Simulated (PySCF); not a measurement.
Run record: geometry optimisation, `C#CC1=C(C#CC=C)C(=O)OC1=O`.

Computed with PBE0-D3(BJ)/def2-SVP geometry optimisation, gas phase (PySCF 2.14.0). Start geometry: GFN2-xTB. The input is one job of a driver script: a line of settings, then coordinates in Å.

Command:
```bash
OMP_NUM_THREADS=1 python probes_run.py task.json out
```

Input:
```
{"job": {"xc": "PBE0", "basis": "def2-SVP", "d3": "d3bj", "grid": 1, "shake": 0.01, "kind": "geom"}, "charge": 0, "multiplicity": 1}
C     -3.169940     0.502920     0.029410
C     -2.327940    -0.308780    -0.010440
C     -1.351540    -1.287310    -0.054850
C      0.055300    -1.158880     0.057070
C      0.802580    -0.038200     0.227700
C      1.508850     0.946150     0.392140
C      2.339710     2.062250     0.572770
C      1.866000     3.309240     0.671530
C      0.600090    -2.528240    -0.027210
O      1.737870    -2.879380     0.008330
O     -0.449600    -3.410850    -0.206320
C     -1.633760    -2.726610    -0.218280
O     -2.718400    -3.260920    -0.367940
H     -3.963600     1.257740     0.060880
H      3.388970     1.854180     0.622780
H      2.503610     4.162020     0.819290
H      0.795300     3.516490     0.626600
```

Output:
```
step   0  E = -607.86406640  max force = 0.086554
step   1  E = -607.87471926  max force = 0.007918
step   2  E = -607.87512770  max force = 0.005564
step   3  E = -607.87532521  max force = 0.002776
step   4  E = -607.87537674  max force = 0.001312
step   5  E = -607.87539611  max force = 0.000787
step   6  E = -607.87540395  max force = 0.000471
step   7  E = -607.87540601  max force = 0.000330
optimisation converged
```

Energies in Eh; «max force» is the largest Cartesian gradient component in Eh/bohr.

**Question.** How much energy does the optimisation release, in eV?

**Answer.** E(step 0) − E(last step) = 0.011340 Eh, which is 0.309 eV.

**Question.** Give the first gradient maximum in eV/Å.

**Answer.** With 1 Eh/bohr = 51.422 eV/Å, 4.451 eV/Å.

In short: final energy -607.87541 Eh after 7 steps; dipole 6.26 D.

**Question.** Where do the atoms end?

**Answer.** 0.033 Å rms from the input after alignment:
```
atom  x, y, z in Å
C1    -3.2027    0.4850    0.0530
C2    -2.3247   -0.3521    0.0142
C3    -1.3152   -1.3292   -0.0302
C4     0.0380   -1.1843    0.0686
C5     0.8082   -0.0305    0.2380
C6     1.4879    0.9727    0.3851
C7     2.2946    2.1229    0.5511
C8     1.8062    3.3712    0.6472
C9     0.6388   -2.5538   -0.0402
O10    1.7798   -2.8784   -0.0055
O11   -0.3907   -3.4458   -0.1978
C12   -1.5977   -2.7853   -0.2061
O13   -2.6371   -3.3437   -0.3362
H14   -3.9853    1.2215    0.0885
H15    3.3764    1.9524    0.5983
H16    2.4759    4.2248    0.7731
H17    0.7318    3.5662    0.6023
```

**Question.** How long does this job take on one thread, Arm Neoverse V1 (aarch64), shared host with 32 logical CPUs at a one-minute load of 25? And the peak memory of the process?

**Answer.** About 3.3 min, with 0.89 GiB resident at the peak, the Python interpreter and its libraries included.
Labels such as C1 count atoms from 1, the log's own numbers from 0.
